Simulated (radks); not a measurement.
Values are calculated unless marked as measured or tabulated.
The iridium ion Ir+ inside a hard spherical wall (all orbitals vanish at R), configuration held at [Xe] 4f14 5d7 6s1 and not refilled when levels cross. Code: a radial shooting solver on a logarithmic mesh with Libxc functionals. Model: scalar-relativistic Kohn-Sham, PBEsol, spin-polarised, spherical densities, finite nucleus; open shells are filled with parallel spins first (spin-orbit coupling, left out, can overturn this in heavy ions); Fermi nuclear charge, rms radius 5.4032 fm. Eigenvalues in eV for spin up, with the zero of energy where the potential of the charges vanishes at infinity; a dash marks a level that is unbound or too diffuse for the functional's potential to be trusted. A positive occupied level is held by the wall or, in an anion where self-interaction has pushed it up, behind a barrier. The pressure on the wall is -dE/dV.

R (bohr)  E (hartree)  kinetic (hartree)    e(4f)    e(5p)    e(5d)    e(6s)  e(6p, empty)  e(7s, empty)  pressure (GPa)
free      -17818.7770          19799.669  -70.532  -63.743  -16.252  -14.380        -7.670             -               0
15        -17818.7770          19799.669  -70.532  -63.743  -16.252  -14.380        -7.670             -        < 0.0001
12        -17818.7770          19799.669  -70.532  -63.743  -16.252  -14.380        -7.669        -3.368        < 0.0001
7         -17818.7757          19799.684  -70.472  -63.684  -16.199  -14.319        -7.380         0.281           0.108
5         -17818.7371          19799.976  -69.529  -62.806  -15.411  -13.237        -4.958        12.716            6.35
3.5       -17818.2384          19802.581  -63.610  -57.673  -10.362   -4.664         8.570        56.246             186
3         -17817.4097          19806.308  -57.480  -52.644   -4.711    6.369        24.045        96.802             686
2.5       -17815.0005          19816.469  -45.254  -42.700    7.669   32.851        58.467        176.91            3040
